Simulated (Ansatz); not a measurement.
Cartesian coordinates in Å:
```
O -0.281 1.782 -0.880
Si -0.364 0.179 -1.284
Si -0.512 -0.971 0.744
P 1.130 -0.384 2.181
H -0.224 2.419 -1.594
H -1.527 -0.087 -2.181
H 0.860 -0.254 -2.022
H -1.816 -0.706 1.412
H -0.408 -2.437 0.500
H 2.159 -0.545 1.213
H 0.984 1.004 1.911
```

The species carries charge 0 and has multiplicity 1.

(1) List the PBE0/def2-TZVPP orbital energies in eV (the Gaussian-basis code of Ansatz). (An estimate is asked.)

Results:

(1) Ansatz gave: Occupied: -2100.78, -1803.02, -1802.60, -522.85, -179.62, -145.28, -144.95, -128.89, -128.87, -128.79, -99.96, -99.93, -99.92, -99.61, -99.60, -99.59, -28.25, -18.06, -16.08, -14.30, -13.15, -11.06, -10.83, -10.56, -9.66, -9.21, -8.85, -8.60, -7.22. Lowest empty: -0.56, 0.13, 0.45, 0.56, 1.14, 1.48, 1.66, 1.89.
